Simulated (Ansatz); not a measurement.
Reaction (redistribution): `F[SiH2][TeH]` + `[Li][OH]` → `O[SiH](F)[TeH]` + `[LiH]`

Isolated molecules relaxed with PBE0-D4/def2-TZVP in Ansatz; ΔE leaves out vibrations. CCSD(T)/CBS is the MP2 limit (def2-TZVPP, def2-QZVPP) plus CCSD(T) − MP2 in def2-TZVPP, frozen cores. Elements past krypton have def2 core potentials. For Li, Te outer-core shells are correlated without core-valence functions, which leaves a few kJ/mol of doubt a bond. Each species was taken in one conformer, which may not be the lowest.

`F[SiH2][TeH]`:

```xyz
6

F     0.272   -1.761   -0.509
Si   -0.306   -0.487    0.267
Te   -0.152    1.588   -1.072
H    -1.746   -0.719    0.517
H     0.470   -0.356    1.519
H     1.462    1.735   -0.722
```

`[Li][OH]`:

Z-matrix (Å, degrees):
```
O
Li 1 1.571
H 1 0.948 2 180.0
```

`O[SiH](F)[TeH]`:

Z-matrix (Å, degrees):
```
Si
F 1 1.594
Te 1 2.490 2 106.9
O 1 1.628 2 112.0 3 119.9
H 1 1.473 2 107.4 3 -124.2
H 3 1.656 1 90.4 2 -28.0
H 4 0.959 1 118.2 2 -70.1
```

`[LiH]`:

```xyz
2

Li    0.367    0.677   -0.214
H    -0.367   -0.677    0.214
```

```tsv
species	SCS-MP2/def2-TZVPP energy (Eh)
`F[SiH2][TeH]`	-658.04698
`[Li][OH]`	-83.25375
`O[SiH](F)[TeH]`	-733.23167
`[LiH]`	-8.05467
```

**Question.** Work out ΔE.

**Answer.** ΔE = (-733.23167) + (-8.05467) − (-658.04698) − (-83.25375) = 0.01439 Eh = +9.0 kcal/mol. CCSD(T)/CBS gives +9.5 kcal/mol.

Largest T1 diagnostic among the species: 0.013.

In def2-TZVPP, CCSD(T) changes the Hartree–Fock value by +3.2 kcal/mol (the triples alone add +0.0 kcal/mol) and MP2 by +4.9 kcal/mol. At CCSD(T), def2-SVP lies +1.3 kcal/mol from the extrapolated value and def2-TZVPP −1.9 kcal/mol.
